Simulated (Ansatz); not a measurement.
Cl₂H₂NSSi (`N[Si]([S])(Cl)Cl`) radical, relaxed with UKS PBE0-D4/def2-TZVP in the Gaussian-basis code of Ansatz from a PBE-D4/def2-SVP geometry. The force threshold is 0.005 eV/Å; the program also tests the step.

Charge 0, multiplicity 2.

Start:

```xyz
7

N     0.689   -0.740    0.409
Si   -0.481    0.390   -0.237
S     0.702    2.027   -0.712
Cl   -1.414   -0.537   -1.836
Cl   -1.902    0.701    1.236
H     1.067   -0.612    1.353
H     1.338   -1.230   -0.213
```

(1) By how much does the energy fall, and how many steps does the optimiser take? (Best estimate.)

(2) Which bonds change most? (Estimate.)

(3) Give the relaxed structure. (An estimate is asked.)

## Answers

(1) Computed: 1.73 kcal/mol, in 9 steps, 1 of them rejected.

(2) The calculation gave: N1–Si2 from 1.750 to 1.699 Å; Si2–Cl5 from 2.071 to 2.039 Å; Si2–Cl4 from 2.070 to 2.039 Å; N1–H6 from 1.024 to 1.007 Å.

(3) Computed: 
```xyz
7

N     0.696   -0.737    0.410
Si   -0.444    0.354   -0.217
S     0.610    2.077   -0.748
Cl   -1.366   -0.503   -1.821
Cl   -1.847    0.721    1.216
H     1.040   -0.653    1.353
H     1.311   -1.259   -0.193
```
